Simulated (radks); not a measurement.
Results of a calculation; reference values are marked as such.
Q: These are the eigenvalues of the occupied orbitals of an atom or ion with whole-number occupations (eV). Level of theory: Dirac Kohn-Sham, PBE, spin-unpolarised, spherical densities, finite nucleus; Fermi nuclear charge, rms radius of each element as measured or else 0.836 A^(1/3) + 0.57 fm (a radial shooting solver on a logarithmic mesh with Libxc functionals).

orbital  eigenvalue
1s1/2     -61566.56
2s1/2     -13670.92
2p1/2     -13273.14
2p3/2     -12327.87
3s1/2     -5549.955
3p1/2     -5407.299
3p3/2     -5156.651

Which element is it, and in what charge state? The configuration may be excited. Open shells, if any, are shared by 2j + 1.

A: Z = 68, erbium, charge +55: Er55+ in [Ne] 3s2 3p1. The list shows which subshells hold electrons but not how many an open one holds; the 1s level, -2262.5 hartree, gives Z - s = 67.3 by -(Z - s)^2/2, which with screening and relativity narrows Z to a few neighbours, and the depths of the outer levels then fix element, charge and occupations together.
